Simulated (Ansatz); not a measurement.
GeH$_{3}$SF, closed shell: at the start structure of a reaction step.

in.yaml

```yaml
crystal:
  periodic: [false, false, false]
  atoms:
    - {symbol: Ge, position_ang: [-0.226649, 0.076705, 0.479625]}
    - {symbol: F, position_ang: [1.254732, -0.051567, 1.384810]}
    - {symbol: S, position_ang: [0.233606, 0.654966, -1.592285]}
    - {symbol: H, position_ang: [0.629935, -0.578249, -1.947333]}
    - {symbol: H, position_ang: [-1.028987, 1.212762, 1.117480]}
    - {symbol: H, position_ang: [-0.862637, -1.314616, 0.557603]}
basis:
  gaussian: {orbitals: def2-TZVPP}
hamiltonian: {xc: r2scan, dispersion: d4}
```

Command:

```bash
ansatz run in.yaml --threads 2 --pin off --events-out ev --progress --plain --max-ram 4352MiB
```

What Ansatz 0.2.0 printed:

```
Functional definition: r2SCAN
  name "r2SCAN"
  cite "Furness, Kaplan, Ning, Perdew & Sun, J. Phys. Chem. Lett. 11, 8208 (2020) doi:10.1021/acs.jpclett.0c02405"
  cite "Furness, Kaplan, Ning, Perdew & Sun, J. Phys. Chem. Lett. 11, 9248 (2020) doi:10.1021/acs.jpclett.0c03077"
  parent r2scan
  parameter k0 = 0.174
  parameter k1 = 0.065
  parameter a1 = 4.9479
  exchange = r2scan_x(k0 = k0, k1 = k1, a1 = a1)
  correlation = r2scan_c
975 factors; their error is unknown
mean field evaluation 1: about -70118.1497 eV, gradient 4.2e1 eV
mean field evaluation 2: about -70110.1118 eV, gradient 8.7e1 eV
mean field evaluation 4: about -70120.5322 eV, gradient 3.4e0 eV
mean field evaluation 8: about -70120.5345 eV, gradient 1.4e-1 eV
mean field evaluation 16: about -70120.5346 eV, gradient 6.8e-5 eV
mean field -70120.53455875 eV, -2576.8821156287 hartree, gradient 6.8e-5 eV, S^2 0.000000; 0 other end points of the search recorded, 0 dependent functions left out
reference -70120.53456796 eV, -2576.8821159671 hartree; 30, 30 occupied and 133, 133 virtual orbitals, 975 factors
Total energy: -70120.55844349 eV, -2576.8829933766 hartree
```

The run took about 3.5 s on 2 CPU threads of an Arm Neoverse V2 (shared host).
